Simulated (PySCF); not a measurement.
## Telling isomers of C$_{7}$H$_{4}$ClFO apart by NMR

How the numbers were obtained: σ from GIAO-PBE0/pcSseg-1, geometry: GFN2-xTB, in PySCF 2.14 (gas phase, one conformer, rapidly exchanging positions averaged, non-relativistic Hamiltonian).

δ = σ(ref) − σ, references computed at the same level: TMS for ¹H (σref 31.72), ¹³C (σref 186.93). Splittings of carbon signals by F and P are missing where no couplings were computed. Where no couplings were computed, multiplicities follow the n + 1 count of equivalent neighbours, and m marks all less simple cases (inequivalent or close neighbours, rings, F or P nearby). Shifts are as computed. Against solution values, carbons near 30 ppm lie about +3 ppm off and those near 130 ppm about +5 ppm; carbons on Cl a further +6 ppm. Of 1211 compounds with measured shifts, 218 miss one by over three times the rms of a fit or turn the order of signals round; such compounds aren't used in these exercises. Carbons bonded to Cl come out too deshielded.

(1) Tabulate the signals of `O=C(Cl)c1ccccc1F`, `O=c1cccc(F)c(Cl)c1` and their relative energies.

(2) What is the quickest way to tell O=C(Cl)c1ccccc1F from O=c1cccc(F)c(Cl)c1?

## Answers

(1) 
| SMILES | carbon types | δC | δH | E rel. (kcal/mol) |
| --- | --- | --- | --- | --- |
| O=C(Cl)c1ccccc1F | 3×C 4×CH | 173.9, 173.4, 143.8, 140.8, 129.4, 124.5, 124.2 | 8.53 (m, 1H), 7.92 (m, 1H), 7.54 (m, 1H), 7.50 (m, 1H) | 0.0 |
| O=c1cccc(F)c(Cl)c1 | 3×C 4×CH | 182.8, 171.0, 152.5, 151.6, 148.9, 136.7, 122.1 | 7.62 (m, 1H), 7.10 (m, 1H), 7.08 (m, 1H), 6.95 (m, 1H) | 32.5 |

Energies are electronic energies at PBE0/pcSseg-1 on these geometries, without zero-point or thermal terms, each for the one conformer computed, which needn't be the lowest.

(2) Both give the same number of carbon signals, with the same numbers of each carbon type, so the positions decide. The first has a substituted aromatic carbon (C) at 124.2 ppm, the second a unsaturated ring carbon (C) at 148.9 ppm. Their most deshielded carbons lie at 173.9 and 182.8 ppm. In the proton spectra the most deshielded non-exchanging signals are 8.53 (m, 1H) and 7.62 (m, 1H).
